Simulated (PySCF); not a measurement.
# Electron correlation in Mg (magnesium, neutral)

[Ne] 3s2, closed-shell 1S. Calculation: PySCF 2.14, in x2c-QZVPPall; the spin-free X2C one-electron Hamiltonian (Gaussian nucleus). Frozen: 1s2; 10 electrons correlated.

```tsv
level	correlation energy (mhartree)
CCSD	-299.46
(T)	-3.71
CCSD(T)	-303.17
```

Diagnostics: T1 = 0.012, D1 = 0.0366, largest double amplitude 0.077.

Cost of the coupled-cluster step: roughly 2.7 core-seconds, for 10 correlated electrons.

Iterations:

```
CC2 = 0
CCSD nocc = 5, nmo = 65
frozen orbitals [0]
max_cycle = 100
direct = 0
conv_tol = 1e-08
conv_tol_normt = 1e-06
diis_space = 8
diis_start_cycle = 0
Init t2, MP2 energy = -200.209244013117  E_corr(MP2) -0.287514335880592
Init E_corr(CCSD) = -0.287514335882056
cycle = 1  E_corr(CCSD) = -0.294114126912355  dE = -0.00659979103  norm(t1,t2) = 0.0477896
cycle = 2  E_corr(CCSD) = -0.297513538599043  dE = -0.00339941169  norm(t1,t2) = 0.0221441
cycle = 3  E_corr(CCSD) = -0.299473631262339  dE = -0.00196009266  norm(t1,t2) = 0.0112355
cycle = 4  E_corr(CCSD) = -0.299494319645579  dE = -2.06883832e-05  norm(t1,t2) = 0.00101685
cycle = 5  E_corr(CCSD) = -0.299459405448373  dE = 3.49141972e-05  norm(t1,t2) = 0.000280303
cycle = 6  E_corr(CCSD) = -0.299465641392154  dE = -6.23594378e-06  norm(t1,t2) = 4.55698e-05
cycle = 7  E_corr(CCSD) = -0.299465167803072  dE = 4.73589082e-07  norm(t1,t2) = 1.3681e-05
cycle = 8  E_corr(CCSD) = -0.299464600529142  dE = 5.67273931e-07  norm(t1,t2) = 2.98512e-06
cycle = 9  E_corr(CCSD) = -0.299464671811246  dE = -7.12821044e-08  norm(t1,t2) = 7.18514e-07
cycle = 10  E_corr(CCSD) = -0.299464680478027  dE = -8.66678085e-09  norm(t1,t2) = 1.42555e-07
CCSD converged
E(CCSD) = -200.2211943577142  E_corr = -0.2994646804780269
CCSD(T) correction = -0.00370746975078817
```

This basis was not built for core-valence correlation, so the inner-shell part is incomplete.
